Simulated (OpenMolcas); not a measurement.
A calculation on Ag+.

```json
{
  "Program": "OpenMolcas 26.06",
  "Method": "XMS-CASPT2, IPEA 0.25 Eh, imaginary shift 0.1 Eh (closed shells correlated: 4s 4p)",
  "Basis": "ANO-RCC-VTZP [7s6p4d2f1g]",
  "Scalar Hamiltonian": "DKH2, point nucleus",
  "Active space": "10 electrons in 6 orbitals (4d 5s)",
  "State averaging": "2S+1 = 1 even, 6 roots; 2S+1 = 3 even, 5 roots kept (CI in the orbitals of an earlier block)",
  "Spin-orbit coupling": "state interaction with AMFI integrals over the reference wave functions, term energies averaged over their components"
}
```

(1) Which level of the active space comes out lowest?

(2) How high does 4d9 5s 3D3 lie?

(3) How high does 4d9 5s 3D2 [75 %] lie?

(4) How high does 4d9 5s 3D1 lie?

Measured values: NIST Handbook of Basic Atomic Spectroscopic Data.

## Answers

(1) 4d10 1S0, with 100 % of that term; it is also the measured ground level.

(2) 40260 cm-1 above the lowest level; measured 39168 cm-1 above the ground level, so the calculation is off by +3 %.

(3) 41620 cm-1 above the lowest level; measured 40745 cm-1 above the ground level, so the calculation is off by +2 %.

(4) 44560 cm-1 above the lowest level; measured 43743 cm-1 above the ground level, so the calculation is off by +2 %.

Term energies are means over components that CASPT2 splits; among the terms shown or strongly mixed into the levels shown the widest spread is 170 cm-1 (4d9 5s 1D). Terms from blocks run as CI alone lack orbitals of their own. A single d shell beside an s shell can misplace configurations of different d count against each other. Computed and measured levels are paired by configuration, term and J; levels that our copy of the source lacks, or whose pairing is in doubt (as where it misses far off the trend of its configuration), stay unpaired and out of the deviations. Levels of configurations outside the active space are missing.

A share in square brackets marks a mixed level and gives the weight of the term that names it.
